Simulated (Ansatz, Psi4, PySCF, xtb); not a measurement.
Noncovalent pair: C2H4 (SMILES C=C) (first 6 atoms) with C3H8 (SMILES CCC); geometry from B3LYP-D3(BJ)/def2-TZVP.
(charge 0, multiplicity 1):
```xyz
17

C      0.6473    -0.3392     0.2789
C     -0.5402     0.2366     0.1678
H      1.4945     0.1819     0.7076
H      0.8201    -1.3562    -0.0516
H     -1.3892    -0.2846    -0.2576
H     -0.7131     1.2534     0.4994
C     -1.1920    -0.5101     3.9632
C      0.3325    -0.4576     3.9872
C      0.8734     0.9658     3.8881
H     -1.5595    -1.5346     4.0494
H     -1.6184     0.0685     4.7868
H     -1.5784    -0.0954     3.0295
H      0.7258    -1.0535     3.1592
H      0.7015    -0.9246     4.9054
H      1.9652     0.9831     3.8958
H      0.5376     1.4464     2.9663
H      0.5246     1.5777     4.7239
```

Monomers are frozen at their geometry in the pair; levels with a basis set take the counterpoise correction. Rows marked so take none.

Frozen-core correlation. Rows in 6-31G* carry no dispersion term and start afresh at each structure (6-31G* with six Cartesian d functions).

Programs: Ansatz (an electronic-structure program) with Gaussian orbitals; Psi4 for SAPT; PySCF for 6-31G* rows; xtb for the GFN methods. Each number belongs to the level named beside it.

### Question
One of these levels gives -1.30 kcal/mol for the interaction energy. Which?
(A) SVWN5/def2-TZVPPD
(B) SAPT0/jun-cc-pV(D+d)Z
(C) GFN1-xTB
(D) HF/6-31G* (no counterpoise)

### Answer
C, GFN1-xTB. The others give 0.57 (HF/6-31G* (no counterpoise)), -2.24 (SVWN5/def2-TZVPPD), -0.70 (SAPT0/jun-cc-pV(D+d)Z)
